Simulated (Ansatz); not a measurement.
Method: PBE-D3(BJ)/def2-SVP run with Ansatz (a first-principles code). No frequencies were computed at this level.

Ansatz 0.2 input:
```yaml
crystal:
  periodic: [false, false, false]
  atoms:
    - { symbol: C, position_ang: [-1.824583, -0.761052, 0.045611] }
    - { symbol: C, position_ang: [-1.863491, 0.655591, 0.089383] }
    - { symbol: C, position_ang: [-0.723083, 1.395374, 0.068764] }
    - { symbol: C, position_ang: [0.529071, 0.735208, 0.002143] }
    - { symbol: C, position_ang: [1.790088, 1.283856, -0.028702] }
    - { symbol: S, position_ang: [3.004166, 0.085908, -0.109963] }
    - { symbol: C, position_ang: [1.857745, -1.179548, -0.104818] }
    - { symbol: C, position_ang: [0.568593, -0.703821, -0.042321] }
    - { symbol: C, position_ang: [-0.645363, -1.434506, -0.018676] }
    - { symbol: H, position_ang: [-2.758451, -1.30349, 0.064389] }
    - { symbol: H, position_ang: [-2.825665, 1.143811, 0.140008] }
    - { symbol: H, position_ang: [-0.7481, 2.474531, 0.101936] }
    - { symbol: H, position_ang: [2.063046, 2.319869, -0.007981] }
    - { symbol: H, position_ang: [2.187138, -2.198335, -0.147587] }
    - { symbol: H, position_ang: [-0.611112, -2.513399, -0.052185] }
basis:
  gaussian: { orbitals: def2-svp }
hamiltonian:
  xc: pbe
  dispersion: d3bj
relax:
  max_steps: 150
```

Output:

```
Functional definition: PBE
1817 factors; their error is unknown
mean field evaluation 1: about -19181.3568 eV, gradient 8.8e1 eV
mean field evaluation 2: about -19056.9299 eV, gradient 2.1e2 eV
mean field evaluation 4: about -19200.6861 eV, gradient 3.5e1 eV
mean field evaluation 8: about -19204.0383 eV, gradient 3.1e-1 eV
mean field evaluation 16: about -19203.9237 eV, gradient 1.6e-3 eV
mean field -19203.92368845 eV, -705.7311786634 hartree, gradient 1.6e-5 eV, S^2 0.000000; 0 other end points of the search recorded, 0 dependent functions left out
reference -19203.92372194 eV, -705.7311798945 hartree; 35, 35 occupied and 125, 125 virtual orbitals, 1817 factors
relax step   1: F+E_penalty+E_count = -19204.42904508 eV  Δ(F+E_penalty+E_count) = +0.000e0 eV  max|allowed force component| = 9.103e-1 eV/Å  Δτ_max = 0.0000 Å  (37 SCF iters, accepted)
these checks for a lower state are left out or cut short: starts, cluster_reference, orbital_swaps, neighbouring_geometries, increment
1817 factors; their error is unknown
mean field evaluation 32: about -19204.0566 eV, gradient 1.4e-5 eV
mean field -19204.05658726 eV, -705.7360626048 hartree, gradient 1.4e-5 eV, S^2 0.000000; 0 other end points of the search recorded, 0 dependent functions left out
reference -19204.05662134 eV, -705.7360638571 hartree; 35, 35 occupied and 125, 125 virtual orbitals, 1817 factors
relax step   2: F+E_penalty+E_count = -19204.55985772 eV  Δ(F+E_penalty+E_count) = -1.308e-1 eV  max|allowed force component| = 2.120e-1 eV/Å  Δτ_max = 0.0423 Å  (35 SCF iters, accepted)
these checks for a lower state are left out or cut short: starts, cluster_reference, orbital_swaps, neighbouring_geometries, increment
1817 factors; their error is unknown
mean field -19204.06817225 eV, -705.7364883452 hartree, gradient 1.6e-5 eV, S^2 0.000000; 0 other end points of the search recorded, 0 dependent functions left out
reference -19204.06820653 eV, -705.7364896051 hartree; 35, 35 occupied and 125, 125 virtual orbitals, 1817 factors
relax step   3: F+E_penalty+E_count = -19204.57062757 eV  Δ(F+E_penalty+E_count) = -1.077e-2 eV  max|allowed force component| = 4.430e-2 eV/Å  Δτ_max = 0.0149 Å  (35 SCF iters, accepted)
these checks for a lower state are left out or cut short: starts, cluster_reference, orbital_swaps, neighbouring_geometries, increment
1817 factors; their error is unknown
mean field -19204.06827496 eV, -705.7364921197 hartree, gradient 1.6e-5 eV, S^2 0.000000; 0 other end points of the search recorded, 0 dependent functions left out
reference -19204.06830925 eV, -705.7364933798 hartree; 35, 35 occupied and 125, 125 virtual orbitals, 1817 factors
relax step   4: F+E_penalty+E_count = -19204.57072354 eV  Δ(F+E_penalty+E_count) = -9.596e-5 eV  max|allowed force component| = 1.785e-2 eV/Å  Δτ_max = 0.0012 Å  (35 SCF iters, accepted)
these checks for a lower state are left out or cut short: starts, cluster_reference, orbital_swaps, neighbouring_geometries, increment
1817 factors; their error is unknown
mean field -19204.06828899 eV, -705.7364926353 hartree, gradient 2.0e-5 eV, S^2 0.000000; 0 other end points of the search recorded, 0 dependent functions left out
reference -19204.06832328 eV, -705.7364938955 hartree; 35, 35 occupied and 125, 125 virtual orbitals, 1817 factors
relax step   5: F+E_penalty+E_count = -19204.57074959 eV  Δ(F+E_penalty+E_count) = -2.605e-5 eV  max|allowed force component| = 1.980e-3 eV/Å  Δτ_max = 0.0011 Å  (37 SCF iters, accepted)
1817 factors; their error is unknown
mean field evaluation 64: about -19182.9709 eV, gradient 8.5e1 eV
mean field -19204.06828899 eV, -705.7364926353 hartree, gradient 1.9e-5 eV, S^2 0.000000; 1 other end points of the search recorded, 0 dependent functions left out
reference -19204.06832328 eV, -705.7364938955 hartree; 35, 35 occupied and 125, 125 virtual orbitals, 1817 factors
Total energy: -19204.57078388 eV, -705.7549589820 hartree
Atom 0 at    -1.850895    -0.769882     0.046321 Å, force    -0.000151     0.000761     0.000069 eV/Å
Atom 1 at    -1.890247     0.662904     0.090592 Å, force    -0.000109    -0.000771     0.000021 eV/Å
Atom 2 at    -0.729307     1.411862     0.069478 Å, force    -0.000014    -0.000198     0.000084 eV/Å
Atom 3 at     0.536404     0.745715     0.002172 Å, force     0.001946     0.000672     0.000092 eV/Å
Atom 4 at     1.819752     1.304723    -0.029170 Å, force    -0.000982    -0.001030    -0.000375 eV/Å
Atom 5 at     3.027607     0.086581    -0.110906 Å, force    -0.001877    -0.000070     0.000589 eV/Å
Atom 6 at     1.888508    -1.198688    -0.106522 Å, force    -0.001038     0.000996    -0.000312 eV/Å
Atom 7 at     0.576492    -0.713892    -0.042928 Å, force     0.001980    -0.000568     0.000054 eV/Å
Atom 8 at    -0.650672    -1.451323    -0.018991 Å, force    -0.000024     0.000192     0.000096 eV/Å
Atom 9 at    -2.797682    -1.330826     0.065050 Å, force     0.001248    -0.000485    -0.000108 eV/Å
Atom 10 at    -2.866334     1.168862     0.142288 Å, force     0.001219     0.000558    -0.000076 eV/Å
Atom 11 at    -0.764481     2.511246     0.103651 Å, force    -0.000863    -0.000891    -0.000020 eV/Å
Atom 12 at     2.099915     2.364388    -0.007988 Å, force    -0.000183    -0.001089    -0.000107 eV/Å
Atom 13 at     2.226392    -2.240680    -0.150279 Å, force    -0.000242     0.001081    -0.000040 eV/Å
Atom 14 at    -0.625452    -2.550993    -0.052766 Å, force    -0.000910     0.000841     0.000033 eV/Å
Dipole moment:     0.021391     0.000612    -0.000781 e Å
```

Cost: very roughly 24 core-seconds.
